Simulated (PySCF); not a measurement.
Here is a computed PBE0-D3(BJ)/def2-SVP geometry (Å):
```
atom  x, y, z in Å
Cl1   -1.1016   -1.6794    1.0436
C2    -1.6789   -0.0771    0.4989
Cl3   -1.4493    1.1109    1.8006
Cl4   -3.3979   -0.1778    0.0527
Si5   -0.6872    0.4466   -1.0634
O6     0.8997    0.5927   -0.6888
Ge7    2.1611   -0.2043    0.2978
H8    -1.2350    1.7595   -1.4908
H9    -0.9485   -0.6207   -2.0685
H10    3.4599    0.5204   -0.0803
H11    1.8072   -0.0082    1.7782
H12    2.2099   -1.6912   -0.0889
```

Neutral, closed shell.

Read off the bonds between heavy atoms and their formal orders.

Cl1–C2 1.79 Å (single); C2–Cl3 1.78 Å (single); C2–Cl4 1.78 Å (single); C2–Si5 1.92 Å (single); Si5–O6 1.64 Å (single); O6–Ge7 1.79 Å (single). Bonds to hydrogen (Å): Si5–H8 1.49; Si5–H9 1.49; Ge7–H10 1.53; Ge7–H11 1.53; Ge7–H12 1.54.

Write the SMILES.

`ClC(Cl)(Cl)[SiH2][O][GeH3]`, CH5Cl3GeOSi. Among its features: C–Cl bond, Si–H bond and C–Si bond.

Name the point group.

C1 (no symmetry element, even within 0.4 Å).

Classify the heavy atoms.

Cl1/Cl3/Cl4: chlorine of a CCl3 group; C2: CCl3 carbon; Si5: oxygen-bound silicon; O6: oxygen bonded to Ge and Si; Ge7: germanium bonded to O and 3 H.

What is the arrangement about O6?

It has 2 neighbours (Si5, Ge7) and is bent (angle 140.4°).

What is the arrangement about Ge7?

It has 4 neighbours (O6, H10, H11, H12) and is distorted tetrahedral (angles from 104.5° to 111.9°).
